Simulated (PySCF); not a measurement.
[PtCl6]2- (charge -2 and singlet state).
Bonds: Pt1–Cl2, Pt1–Cl3, Pt1–Cl4, Pt1–Cl5, Pt1–Cl6, Pt1–Cl7.
The ion is multiply charged and has no counter-ions or solvent; whether it holds all its electrons wasn't checked.

Method: PySCF, PBE0-D3(BJ)/def2-SVP geometry optimisation, gas phase, def2 core potentials past Kr; density fitting, grid level 1; the optimiser is geomeTRIC in internal coordinates, started from a GFN2-xTB structure with every atom displaced at random (about 0.03 Å).

Geometry at step 1:
```
atom  x, y, z in Å
Pt1     0.0294   -0.0329   -0.0005
Cl2    -0.0001   -0.0346    2.3513
Cl3    -0.0213    0.0104   -2.3671
Cl4     2.3829    0.0146    0.0172
Cl5    -2.3349   -0.0348   -0.0619
Cl6    -0.0016    2.3482   -0.0057
Cl7     0.0374   -2.3729   -0.0019
```

Task: What forces act on the atoms?

Result: 
```json
{"atom": "Pt1", "Fx (eV/Å)": "-0.318", "Fy (eV/Å)": "0.555", "Fz (eV/Å)": "-0.244"}
{"atom": "Cl2", "Fx (eV/Å)": "0.027", "Fy (eV/Å)": "-0.015", "Fz (eV/Å)": "0.076"}
{"atom": "Cl3", "Fx (eV/Å)": "0.149", "Fy (eV/Å)": "-0.072", "Fz (eV/Å)": "0.051"}
{"atom": "Cl4", "Fx (eV/Å)": "0.054", "Fy (eV/Å)": "-0.053", "Fz (eV/Å)": "-0.010"}
{"atom": "Cl5", "Fx (eV/Å)": "0.029", "Fy (eV/Å)": "-0.042", "Fz (eV/Å)": "0.111"}
{"atom": "Cl6", "Fx (eV/Å)": "0.024", "Fy (eV/Å)": "-0.182", "Fz (eV/Å)": "0.037"}
{"atom": "Cl7", "Fx (eV/Å)": "0.035", "Fy (eV/Å)": "-0.191", "Fz (eV/Å)": "-0.021"}
```

The largest, 0.68 eV/Å, acts on Pt1; the rms over all components is 0.169 eV/Å. The forces sum to zero within rounding, as they must for an isolated molecule in no field.

Task: Give the force on Pt1 in Eh/bohr and in nN.

Result: 0.685 eV/Å ÷ 51.422 = 0.01331 Eh/bohr, and 0.685 eV/Å × 1.602 = 1.10 nN.

Task: How far is this geometry from the end of the optimisation?

Result: 0.015 eV above it, and 0.027 Å rms away after alignment. The bonds farthest from their final lengths, with half the difference of the two atoms' forces along the bond (positive lengthens):

```csv
bond,now (Å),final (Å),force along bond (eV/Å)
Pt1–Cl6,2.381,2.360,-0.37
Pt1–Cl7,2.340,2.361,+0.37
Pt1–Cl2,2.352,2.360,+0.16
Pt1–Cl3,2.368,2.360,-0.16
Pt1–Cl4,2.354,2.360,+0.18
Pt1–Cl5,2.365,2.360,-0.18
```

The angle farthest from its final value is Cl3–Pt1–Cl5, 87.3° against 89.9°.

Of the 2 listed bonds off by 0.010 Å or more, this force points towards the final length in 2.

What follows is the cost of the whole optimisation. Hardware: an Arm Neoverse N1 with one thread, no GPU (shared host). Cost: 2.2 min wall, 0.57 GiB resident at most.
